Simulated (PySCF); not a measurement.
# Energy of Pd (palladium, neutral) between two integer charges

The 4d beta orbital of [Kr] 4d10 is emptied in steps (occupation f), with all orbitals relaxed, ending at [Kr] 4d9. All numbers are calculated (PySCF 2.14, scalar relativity through the core potential, in aug-cc-pVTZ-PP with ECP28MDF). The exact energy is a straight line in f; departures are measured from the line between the end points of the same method.

```
   f  BHandHLYP (eV)  wB97X (eV)  TPSS (eV)
   1           0.000       0.000      0.000
0.75          -0.245      -0.121     -0.876
 0.5          -0.347      -0.176     -1.187
0.25          -0.273      -0.141     -0.903
   0           0.000       0.000      0.000
```

**Question.** For wB97X, how does the orbital energy at f = 1 compare with the removal energy?

**Answer.** −ε = 7.838 eV against a total-energy difference of 8.406 eV. By Janak's theorem ε = ∂E/∂f, so the gap between them reflects the curvature. Along the path −ε is 8.034 (f = 0.75), 8.351 (f = 0.5), 8.748 (f = 0.25) eV.

```csv
method,E(f=0) − E(f=1) (eV),−ε at f=1 (eV),−ε at f=0.5 (eV)
BHandHLYP,7.979,6.762,7.907
wB97X,8.406,7.838,8.351
TPSS,8.444,3.865,8.374
```

Reference removal energy between the ground levels: 8.337 eV (measured; NIST Atomic Spectra Database, ionization energies). The calculation has no spin-orbit coupling.
